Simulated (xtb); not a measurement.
IIn, charge -1, doublet, geometry from GFN2-xTB (such geometries of metal compounds can be far from the true shape) (a state made from the parent by changing its charge; the spin is typed, not shown lowest), atoms displaced at random by about 0.02 Å a coordinate. Base run: xtb with GFN2-xTB.

The xtb input:
```
$ xtb mol.xyz --gfn 2 --chrg -1 --uhf 1 --opt --json

# file mol.xyz
2

In     0.00089724    -0.02182758    -1.54819441
I      0.00038641     0.02725264     1.43222545
```

The base run was repeated with changes; each row names its change, and settings that it needs were set with it.

| change | ΔE vs base (kcal/mol) | optimiser steps |
|---|---|---|
| base | 0.000 | 5 |
| opt level = vtight | 0.000 | 7 |
| opt level = tight | 0.000 | 6 |
| engine = inertial | 0.003 | - |
| opt level = crude | 0.005 | 1 |
| opt level = sloppy | 0.005 | 1 |
| opt level = lax | 0.005 | 1 |
| engine = lbfgs | 0.000 | - |
| opt level = extreme | 0.000 | 7 |
| opt level = loose | 0.005 | 1 |
